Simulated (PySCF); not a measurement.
Krypton: a sound run and one with changed settings

Sound run: Kr [Kr], Kr⁺ [Ar] 3d10 4s2 4p5. All numbers are calculated (PySCF 2.14, scalar relativity by spin-free X2C-1e, in cc-pVDZ-DK). In the sound run the correlated levels freeze [Ar] 3d10. The sound run starts from symmetry-adapted Hartree-Fock orbitals and uses a fine grid where one is needed.

Changed run: the non-relativistic Hamiltonian (point nucleus). This setting is unsound on purpose.

| species | method | sound run (hartree) | changed run (hartree) | converged |
| --- | --- | --- | --- | --- |
| Kr | UHF | -2788.05276 | -2728.80735 | yes |
| Kr | BP86 | -2790.25134 | -2731.01325 | yes |
| Kr | PBE0 | -2789.60585 | -2730.36539 | yes |
| Kr | MP2 | -2788.17040 | -2728.92550 | yes |
| Kr | CCSD(T) | -2788.18102 | -2728.93647 | yes |
| Kr⁺ | UHF | -2787.56926 | -2728.32075 | yes |
| Kr⁺ | BP86 | -2789.73000 | -2730.48858 | yes |
| Kr⁺ | PBE0 | -2789.08691 | -2729.84308 | yes |
| Kr⁺ | MP2 | -2787.66295 | -2728.41547 | yes |
| Kr⁺ | CCSD(T) | -2787.67757 | -2728.43070 | yes |

Ionisation energy of Kr:

```
 method  sound run (eV)  changed run (eV)
    UHF          13.157            13.241
   BP86          14.186            14.277
   PBE0          14.121            14.213
    MP2          13.808            13.879
SCS-MP2          13.731            13.802
   CCSD          13.700            13.765
CCSD(T)          13.700            13.763
```

Most of the change in total energy is the relativistic energy itself. On top of that the contraction fixes the core shape for the Hamiltonian it was made with, so the changed run is not a good calculation with the other Hamiltonian either.

For comparison, NIST gives 14.000 eV between the lowest levels.
